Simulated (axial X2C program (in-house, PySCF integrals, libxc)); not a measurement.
**Spin–orbit splitting of π states down a group (EOM-IP-CCSD)**

Computed with an in-house all-electron X2C program for linear molecules (integrals from PySCF): two-component X2C with atomic mean-field Coulomb and Gaunt terms, Dyall basis sets with cores contracted in-house.

The first pair of π-type roots with Ω = 1/2 and 3/2, reached by removing an electron from a closed-shell reference; vertical energies, inner shells frozen. Splitting means E(3/2) − E(1/2).

Basis sets: Br dyall-cv3z, Cl dyall-av3z, F dyall-av3z, H dyall-v3z, I dyall-cv3z. Correlated electrons in EOM-CCSD (inner shells frozen, about 90 virtual spinors): HF 8, HCl 8, HBr 8, HI 8.

| species | reference | R (Å) | main character | spinor gap ε(3/2) − ε(1/2), HF (cm⁻¹) |
| --- | --- | --- | --- | --- |
| HF⁺ | HF | 0.919 | 91% F pπ | 360 |
| HCl⁺ | HCl | 1.282 | 94% Cl pπ | 730 |
| HBr⁺ | HBr | 1.419 | 95% Br pπ | 2930 |
| HI⁺ | HI | 1.616 | 97% I pπ | 5860 |

Should these pairs be regular or inverted?

Inverted: a hole in a filled π shell puts Ω = 3/2 lowest, with the sign opposite to the spinor gap.

EOM-IP-CCSD gives:

```csv
species,IE Ω = 1/2 (eV),IE Ω = 3/2 (eV),splitting (cm⁻¹),lowest root?
HF⁺,16.031,15.995,-290,yes
HCl⁺,12.735,12.657,-628,yes
HBr⁺,11.800,11.482,-2565,yes
HI⁺,10.889,10.243,-5206,yes
```

A small p share on a heavy partner can supply much of the splitting, and mixing of Ω = 1/2 with σ states shifts it further.

With what power of Z of the atom that holds the π orbital does the splitting grow here (least-squares line in log–log)?

About Z^1.7 on average, though single steps scatter about that; valence splittings grow roughly as Z², far more slowly than the Z⁴ of hydrogen-like ions, because inner shells screen the nucleus.

States that need a further excitation are missing; levels can be off by some tenths of an eV, splittings by less.
